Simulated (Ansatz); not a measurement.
Isolated molecules relaxed with PBE0-D4/def2-TZVP in Ansatz; ΔE leaves out vibrations. CCSD(T)/CBS is the MP2 limit (def2-TZVPP, def2-QZVPP) plus CCSD(T) − MP2 in def2-TZVPP, frozen cores. This one scheme is used for every species, atoms too. For atomizations the MP2-based limit and the directly extrapolated one differ by several kJ/mol either way, and by 10 to 25 for some Ge, Se and Sn compounds, so smaller differences from it don't rank the levels. No spin–orbit coupling; open shells (•) take unrestricted orbitals. Spin–orbit coupling would lower the free atoms: a little for Cl, F, S, Si. Each species was taken in one conformer, which may not be the lowest.

Consider the atomization: `F[SiH](F)S[SiH](Cl)Cl` → 2 Cl• + 2 F• + 2 H• + S• + 2 Si•.

| species | MP2/CBS(def2) energy (Eh) |
| --- | --- |
| `F[SiH](F)S[SiH](Cl)Cl` | -2096.47267 |
| Cl• | -459.68032 |
| F• | -99.65324 |
| H• | -0.50000 |
| S• | -397.65134 |
| Si• | -288.92319 |

Problem. Work out ΔE.

Solution. ΔE = 2 × (-459.68032) + 2 × (-99.65324) + 2 × (-0.50000) + 2 × (-288.92319) + (-397.65134) − (-2096.47267) = 1.30783 Eh = +820.7 kcal/mol. CCSD(T)/CBS gives +788.7 kcal/mol.

Problem. What do rigid-rotor, harmonic-oscillator terms from PBE0-D4/def2-TZVP frequencies (298.15 K, 1 bar) make of the CCSD(T)/CBS value? (Best estimate.)

Solution. Computed: ΔZPE = -19.2 kcal/mol, ΔH = +776.2 kcal/mol, ΔS = 960 J/(mol·K), ΔG = +707.7 kcal/mol. Open shells count their whole term as degenerate. Modes under 50 cm⁻¹ make the entropy rough.

Largest T1 diagnostic among the species: 0.012.

Leaving LDA and LC-ωPBE aside and taking each functional with its dispersion term where it has one, the values, not all of them listed here, spread over 40.0 kcal/mol, from BHLYP-D4 to B97M-V. LDA lies +112.3 kcal/mol from PBE without D4, its usual overbinding. The D4 term adds +14.6 kcal/mol with B3LYP and +7.7 kcal/mol with PBE0; it sums over pairs of atoms, weighted by their polarisabilities, and B3LYP, whose exchange is more repulsive, gets the larger term. In def2-TZVPP, CCSD(T) changes the Hartree–Fock value by +178.8 kcal/mol (the triples alone add +14.9 kcal/mol) and MP2 by +210.8 kcal/mol; breaking electron pairs costs correlation energy, which Hartree–Fock lacks.

B3LYP here is the variant with VWN-RPA as its local correlation; programs differ in this.
